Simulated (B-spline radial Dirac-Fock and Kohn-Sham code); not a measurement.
Method: multi-electron Dirac-Fock with separately optimised hole states, Breit and Lamb-shift corrections added in first order. Computed with an atomic code on a B-spline grid. K edges are those of the screened (neutral excited atom) model, which lie within a few eV to tens of eV of tabulated edges.

An X-ray tube with a silver target emits Kα1 at 22161.3 eV and Kβ1 at 24938.9 eV. K edges of lighter neighbours: Mo 19999.6 eV, Tc 21044.5 eV, Ru 22116.2 eV, Rh 23217.8 eV, Pd 24348.9 eV.

Question: Which of these can serve as a Kβ filter, and which fluoresce under Kα1?

Answer: A Kβ filter needs its edge between the two lines: Rh, Pd. Kα1 lies above the K edges of Mo, Tc, Ru, which therefore fluoresce.
